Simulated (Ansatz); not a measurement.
Two members of one family (Series Mo(O)2X2), computed with Ansatz in the gas phase; def2 core potentials for Mo, no spin–orbit coupling. Binding counts from free atoms in the multiplicity of their measured ground term, without zero-point energy. Names give formal oxidation states. A dash marks a value that wasn't run or was left out as unsound. The structures are stationary points that may keep the symmetry of their start. Remarks come from the PBE and PBE0 runs and from stability tests at other levels; not every state was tested. HOMO above LUMO (over both spins in singlets and doublets, within one spin in higher multiplets; at PBE or PBE0), or a gap under 0.15 eV within one spin, warns that the state may not be the lowest or that an electron is smeared out.

First: MoO2(OH)2 (singlet, charge 0, PBE0-D4/def2-SVP geometry).

```tsv
atom	x (Å)	y (Å)	z (Å)
Mo1	0.3112	0.1911	0.0549
O2	1.8444	-0.4657	0.1833
O3	0.4143	1.8539	0.2157
O4	-0.7821	-0.4768	1.4094
H5	-0.5806	-1.2267	1.9829
O6	-0.3911	-0.2434	-1.6169
H7	-0.8161	0.3676	-2.2293
```

```tsv
level	HOMO (eV)	LUMO (eV)	gap (eV)	vertical IE (eV)	vertical triplet (eV)	binding per atom (eV)
PBE-D4/def2-SVP	-7.35	-2.72	4.63	–	–	4.78
PBE-D4/def2-TZVP	-7.50	-2.88	4.62	10.98	4.63	4.72
r2SCANh-D4/def2-TZVP	-8.51	-2.57	5.94	–	–	4.31
PBE0-D4/def2-TZVP	-9.17	-2.15	7.02	11.23	4.28	4.29
CAM-B3LYP-D4/def2-TZVP	-10.64	-1.08	9.56	–	–	4.41
```

Metal–donor distances: 4 × O 1.67 to 1.86 Å.

Second: MoO2(NH2)2 (singlet, charge 0, PBE0-D4/def2-SVP geometry).

| atom | x (Å) | y (Å) | z (Å) |
| --- | --- | --- | --- |
| Mo1 | -0.0827 | 0.4997 | 0.4130 |
| O2 | 1.1755 | 1.5151 | 0.8728 |
| O3 | -1.5717 | 0.8726 | 1.1000 |
| N4 | 0.3809 | -1.2928 | 0.9531 |
| H5 | -0.2954 | -2.0033 | 1.2159 |
| H6 | 1.3331 | -1.6225 | 1.0806 |
| N7 | -0.2710 | 0.6276 | -1.5028 |
| H8 | 0.4801 | 0.8924 | -2.1331 |
| H9 | -1.1487 | 0.5111 | -1.9995 |

**Question.** Estimate how these quantities change from the first to the second (second minus first).

**Answer.** 
| level | Δ HOMO (eV) | Δ LUMO (eV) | Δ gap (eV) | Δ vertical IE (eV) | Δ vertical triplet (eV) | Δ binding per atom (eV) |
| --- | --- | --- | --- | --- | --- | --- |
| PBE-D4/def2-SVP | 1.24 | 0.30 | -0.94 | – | – | -0.48 |
| PBE-D4/def2-TZVP | 1.21 | 0.31 | -0.91 | -1.62 | -0.59 | -0.46 |
| r2SCANh-D4/def2-TZVP | 1.39 | 0.37 | -1.02 | – | – | -0.40 |
| PBE0-D4/def2-TZVP | 1.50 | 0.39 | -1.12 | -1.63 | -0.21 | -0.36 |
| CAM-B3LYP-D4/def2-TZVP | 1.59 | 0.43 | -1.16 | – | – | -0.38 |

Metal–donor distances: 2 × O 1.68 Å, 2 × N 1.93 Å. Remarks: gap within one spin near zero at PBE or PBE0 (triplet).
